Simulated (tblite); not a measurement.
Species: C7H14FP.
Atom-mapped SMILES: `[CH3:1]/[C:2]([F:3])=[P:4]\[CH2:5][C:6]([CH3:7])([CH3:8])[CH3:9]` (hydrogens: H10, H11, H12 on C1; H13, H14 on C5; H15, H16, H17 on C7; H18, H19, H20 on C8; H21, H22, H23 on C9)

A start from a force field or distance geometry was refined with tblite 0.8.0, GFN2-xTB geometry optimisation, gas phase. Values at the start:

```csv
coordinate,start
C1–C2,1.507 Å
C1–H10,1.083 Å
C2–F3,1.362 Å
C2=P4,1.724 Å
P4–C5,1.869 Å
C5–C6,1.556 Å
C5–H13,1.094 Å
C6–C7,1.543 Å
C7–H15,1.091 Å
C1–C2–F3,112.5°
C1–C2–P4,131.9°
C2–P4–C5,102.1°
F3–C2–P4,115.6°
P4–C5–C6,117.3°
C5–C6–C7,111.9°
C7–C6–C8,109.6°
```

Problem. How do these coordinates change at the GFN2-xTB level?

Solution. 
```
coordinate  GFN2-xTB (Å or °)  change
     C2=P4              1.679  -0.045
     C5–C6              1.534  -0.022
     C1–C2              1.488  -0.019
     C6–C7              1.528  -0.015
    C1–H10              1.091  +0.008
     P4–C5              1.872  +0.003
    C7–H15              1.088  -0.003
    C5–H13              1.093  -0.001
     C2–F3              1.363  +0.001
  P4–C5–C6              112.4    -4.9
  C1–C2–P4              134.4    +2.5
  C5–C6–C7              109.7    -2.2
  C2–P4–C5              100.9    -1.2
  C1–C2–F3              111.3    -1.2
  F3–C2–P4              114.4    -1.2
  C7–C6–C8              109.8    +0.2
```

The energy falls by 3.4 kcal/mol over 56 L-BFGS steps, the largest force on an atom goes from 1.31 to 0.009 eV/Å, and the atoms move by 0.125 Å rms after alignment. The bond that changes most is C2=P4 (ends: carbon bonded to C, F and P; phosphorus bonded to 2 C), which shortens by 0.045 Å. Bonds longer at the end by more than 0.005 Å: 2 of 22; shorter: 13. Rotational constants go from 2709, 626.1, 577.2 to 2773, 656.9, 604.9 MHz.

GFN2-xTB frequencies show an imaginary mode (38i cm⁻¹), so the point is no minimum at that level.

Conformer computed: `[CH3:1]/[C:2]([F:3])=[P:4]\[CH2:5][C:6]([CH3:7])([CH3:8])[CH3:9]`: C2–P4–C5–C6 180°, P4–C5–C6–C7 60°.
